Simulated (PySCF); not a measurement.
Gas-phase XPS of `BrC1=CCC1`, computed

Compound: C4H5Br.
Geometry (PBE0-D3(BJ)/def2-SVP, Å), atoms numbered from 1 in this order:
```
atom  x, y, z in Å
Br1    2.8009   -0.3535    0.1485
C2     0.9792   -0.3371   -0.2514
C3     0.0827   -1.2980   -0.5135
C4    -1.0319   -0.2909   -0.6904
C5     0.0236    0.8145   -0.3843
H6     0.1308   -2.3860   -0.5761
H7    -1.4667   -0.2385   -1.7020
H8    -1.8502   -0.3559    0.0454
H9     0.2330    1.5095   -1.2123
H10   -0.1517    1.3922    0.5368
```

Theory: delta-SCF UKS SCAN, pcX-2 on the ionised atom, pcseg-1 elsewhere, spin-free X2C (PySCF 2.14.0). These are vertical core ionisation energies against the vacuum level, from separate self-consistent calculations with and without the core hole.

Task: What binding energy does each computed site have?

Result: 
| atom(s) | environment | level | binding energy (eV) | above the level's lowest (eV) | count |
| --- | --- | --- | --- | --- | --- |
| C2 | fully substituted alkene carbon | C 1s | 291.41 | +1.09 | 1 |
| C5 | allylic carbon | C 1s | 291.05 | +0.73 | 1 |
| C4 | allylic carbon | C 1s | 291.04 | +0.72 | 1 |
| C3 | alkene CH carbon | C 1s | 290.32 | 0.00 | 1 |

Lowest listed C 1s: C3, bonded to C (double bond), C and H. Highest, 1.09 eV above it: C2, bonded to Br, C (double bond) and C. The widest gap between neighbouring values is 0.72 eV, between 290.32 and 291.04 eV. Summing the Pauling electronegativity differences to the bonded atoms, each weighted by its formal bond order, gives -0.35 for the lowest site and +0.41 for the highest; no listed site has a larger sum than the highest. The smallest sum, -0.70, belongs to C4, 0.72 eV above the lowest. The values 291.04 and 291.05 eV lie too close for their order to be trusted.

Task: What is the longest wavelength that can ionise C 1s of C2 vertically?

Result: λ = hc/E = 12398.42 eV Å / 291.41 eV = 42.546 Å.

No level of bromine is listed. Geometry: PBE0-D3(BJ)/def2-SVP; no solvent, vibrations or thermal averaging.

Time: 37 s of wall time. Hardware: one thread, Arm Neoverse V1, shared host.
